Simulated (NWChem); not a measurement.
System: CHOS cation; SMILES [OH+]=C=S

The following NWChem deck was run.

```
start job
memory heap 200 mb stack 900 mb global 1100 mb
charge 1
geometry units angstroms noautoz
  O     -0.118344     1.640700     0.000000
  C      0.003541     0.419766     0.000000
  S      0.022399    -1.074181     0.000000
  H      0.684647     2.204825     0.000000
end
basis spherical
  O library aug-cc-pvdz
  C library aug-cc-pvdz
  S library aug-cc-pvdz
  H library aug-cc-pvdz
end
dft
  xc slater vwn_5
  iterations 150
end
tddft
  cis
  nroots 6
  notriplet
end
task tddft energy
```

Geometry: optimised at PBE0-D3(BJ)/def2-TZVP.

Vertical excitations in the gas phase.

Question: Give the results of this calculation. (LDA (Slater exchange, VWN5)/aug-cc-pVDZ, TDA.) Quantities: lowest excitation, singlet (eV); oscillator strength of that lowest state; orbital gap (eV).

Answer: 
```
Quantity                                  Result
----------------------------------------  ------
lowest excitation, singlet (eV)             5.14
oscillator strength of that lowest state   0.000
orbital gap (eV)                            4.97
```
